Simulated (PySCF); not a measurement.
The vertical singlet excitations below were computed for one of the candidates. Theory: TDDFT B3LYP/def2-SVPD, vertical, gas phase, core orbitals frozen in the response in PySCF 2.14.0, density-fitted response routines. Geometries: PBE0-D3(BJ)/def2-SVP, one conformer each.

| state | λ (nm) | f |
| --- | --- | --- |
| S1 | 326.5 | 0.0001 |
| S2 | 284.8 | 0.0000 |
| S3 | 240.7 | 0.413 |
| S4 | 215.3 | 0.035 |
| S5 | 200.4 | 0.0006 |
| S6 | 199.6 | 0.0034 |
| S7 | 199.5 | 0.011 |
| S8 | 189.8 | 0.014 |
| S9 | 186.2 | 0.173 |
| S10 | 184.2 | 0.0018 |

Triplets computed (Tamm–Dancoff): 3.28, 3.53, 4.12, 5.50 eV.

**Question.** Which candidate is it? All have the formula C5H6N2Si.
A. `N#Cc1ccn([SiH3])c1`
B. `CC#C/C=N/[SiH2]C#N`
C. `N#C[SiH2]N1C=CC=C1`

**Answer.** B. Its S1, at 3.80 eV, is the lowest among the candidates; the nearest of the others has S1 at 4.36 eV. S1 is HOMO→LUMO (99%). Löwdin shares by element: HOMO nitrogen 62% or more, carbon 14% or more, silicon 10%, hydrogen 6% or more; LUMO carbon 55% or more, nitrogen 26% or more (atoms not listed hold the other 19%). At the same level the other candidates give, for their lowest levels:
- `N#Cc1ccn([SiH3])c1`: 230 nm (f 0.001); 220 nm (f 0.038); 212 nm (f 0.074); 204 nm (f 0.002 summed over 2 states); 197 nm (f 0.016); T1 3.94 eV; HOMO -6.81, LUMO -0.82 eV
- `N#C[SiH2]n1cccc1`: 284 nm (f 0.000); 258 nm (f 0.014); 235 nm (f 0.023); 219 nm (f 0.001); 216 nm (f 0.016); T1 3.98 eV; HOMO -6.46, LUMO -1.32 eV

The values belong to the conformer `[CH3:1][C:2]#[C:3]/[CH:4]=[N:5]/[SiH2:6][C:7]#[N:8]`: C4–N5–Si6–C7 -117°.
